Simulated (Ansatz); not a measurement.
`CB/C(F)=C\O` and `O/C=C(/F)Cl` differ in one atom or group.

Ansatz, PBE0-D4/def2-TZVP geometries, multiplicity 1. Each molecule was computed in one conformer, which needn't be the lowest.

| property | `CB/C(F)=C\O` |
| --- | --- |
| LUMO energy (ωB97M-V/def2-TZVPP) / eV | 0.49 |
| HOMO–LUMO gap (ωB97M-V/def2-TZVPP) / eV | 9.57 |
| HOMO–LUMO gap (PBE0/def2-TZVPP) / eV | 5.38 |
| HOMO energy (B3LYP/def2-TZVPP) / eV | -6.69 |
| size of the dipole moment (B3LYP/def2-TZVPP) / D | 2.94 |
| LUMO energy (B3LYP/def2-TZVPP) / eV | -1.72 |

Question: Give the same properties after the change, and the shifts. (Estimate.)

Answer: Computed: 
```
                                        property  `O/C=C(/F)Cl`  shift
           LUMO energy (ωB97M-V/def2-TZVPP) / eV           2.69   2.20
         HOMO–LUMO gap (ωB97M-V/def2-TZVPP) / eV          11.68   2.11
            HOMO–LUMO gap (PBE0/def2-TZVPP) / eV           7.28   1.90
             HOMO energy (B3LYP/def2-TZVPP) / eV          -6.57   0.12
size of the dipole moment (B3LYP/def2-TZVPP) / D           0.76  -2.18
             LUMO energy (B3LYP/def2-TZVPP) / eV           0.24   1.96
```

With PBE0 the HOMO rises by 0.12 eV and the LUMO rises by 2.02 eV, so the gap widens by about 1.90 eV. PBE moves the HOMO by 0.22 eV and ωB97M-V by 0.09 eV. Dipoles are sizes alone; their direction can turn.

B3LYP here is the variant with VWN-RPA as its local correlation; programs differ in this.
